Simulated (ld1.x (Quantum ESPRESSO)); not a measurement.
## Configuration tests for Zn (Z = 30) (TM semilocal)

Zn (Z = 30), norm-conserving Troullier–Martins (semilocal form), made with ld1.x (Quantum ESPRESSO) 7.5 (PBEsol, scalar-relativistic). Core [Ar], reference 3d10 4s1.75 4p0.25. Waves: 4p (bound): rc 3.35 bohr; 3d (bound): rc 1.25 bohr; 4s (bound): rc 2.25 bohr. Local part: the s channel. Core correction: a·sin(br)/r model core, default radius (core density twice the valence density).

Energies are relative to the spin-unpolarised reference configuration 3d10 4s1.75 4p0.25; without spin polarisation the order of configurations can differ from experiment. The frozen-core shift is the all-electron ΔE with the core orbitals held at their reference shape minus the fully relaxed ΔE.

```json
{"valence configuration": "3d10 4s2 4p0", "charge": "0", "ΔE all-electron (eV)": "-1.243", "error AE − PS (meV)": "+0.2", "frozen-core shift (meV)": "-0.1"}
{"valence configuration": "3d10 4s1 4p0", "charge": "+1", "ΔE all-electron (eV)": "8.657", "error AE − PS (meV)": "-5.7", "frozen-core shift (meV)": "+2.1"}
{"valence configuration": "3d10 4s0 4p0", "charge": "+2", "ΔE all-electron (eV)": "27.005", "error AE − PS (meV)": "-45", "frozen-core shift (meV)": "+9.7"}
{"valence configuration": "3d10 4s1 4p1", "charge": "0", "ΔE all-electron (eV)": "3.883", "error AE − PS (meV)": "+0.7", "frozen-core shift (meV)": "+0.8"}
{"valence configuration": "3d10 4s1.5 4p0", "charge": "+0.5", "ΔE all-electron (eV)": "2.707", "error AE − PS (meV)": "-0.9", "frozen-core shift (meV)": "+0.5"}
{"valence configuration": "3d8 4s0 4p0", "charge": "+4", "ΔE all-electron (eV)": "129.295", "error AE − PS (meV)": "-1056", "frozen-core shift (meV)": "+969"}
```

**Question.** What are ΔE and the potential's error for 3d10 4s0 4p2?

**Answer.** ΔE = 9.361 eV all-electron; the error (AE − PS) is +7.1 meV.

Levels in the configuration 3d10 4s1 4p1:

```csv
level,all-electron (eV),pseudo (eV)
3d,-12.361,-12.338
4s,-7.411,-7.408
4p,-2.094,-2.094
```

A variational frozen-core shift is positive and of second order in the change. This column holds negative values, so the frozen-core run of ld1.x carries numerical noise or an error of first order here, and the column gives no more than the rough size of the effect.
